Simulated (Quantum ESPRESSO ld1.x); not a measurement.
Q: The europium ion Eu58+, 5 electrons, occupied as [He] 2s2 2p1 (the NIST ground configuration). Calculated with ld1.x of Quantum ESPRESSO 7.5: scalar-relativistic Kohn-Sham, LDA (Slater exchange, Perdew-Zunger correlation), spin-polarised, spherical densities, point nucleus; open shells are filled with parallel spins first. Some entries of the table are withheld. Estimate them.

orbital,occ.,eigenvalue (Ry),<r^2> (bohr^2)
1s up,1,-3999.21,(1)
1s down,1,-3997.72,(2)
2s up,1,-964.683,0.009728
2s down,1,-962.255,0.009750
2p up,1,-912.498,(3)
2p down,0,-909.595,(4)

A: 
(1) 1s up <r^2> (bohr^2): 0.0006749
(2) 1s down <r^2> (bohr^2): 0.0006743
(3) 2p up <r^2> (bohr^2): 0.007599
(4) 2p down <r^2> (bohr^2): 0.007622
